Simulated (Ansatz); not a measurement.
Molecule: sum formula BNH₂Br (charge 0, doublet). It need not be the lowest isomer of its formula. 
Coordinates optimised at B3LYP-D3(BJ)/def2-TZVP (Ansatz, an electronic-structure program):
```
N
H 1 1.0070
H 1 1.0117 2 114.04
B 1 1.3753 2 122.23 3 -180.00
Br 4 1.9220 1 124.62 2 180.00
```
Charge 0, spin multiplicity 2.

Basis-set convergence of Hartree-Fock and CCSD(T) correlation energies (hartree) with Ansatz. Correlated levels leave the core frozen unless marked. Open shells are spin-unrestricted. No spin-orbit coupling. The frozen core is the preceding noble-gas configuration, with the filled d and f shells of earlier blocks. Non-relativistic.

```csv
basis,functions,E(HF),"E(corr, CCSD(T))"
cc-pVDZ,65,-2652.71736,-0.38277
cc-pVTZ,131,-2652.81794,-0.49284
cc-pVQZ,238,-2652.82669,-0.52967
cc-pV5Z,396,-2652.82828,-0.54200
```

Extrapolating the two largest sets (X = 4 and 5) as X^-3: E(corr) = (125·(-0.54200) - 64·(-0.52967))/61 = -0.5549 Eh, an estimate of the basis-set limit. The largest set recovers 97.7 % of it, the smallest 69.0 %.
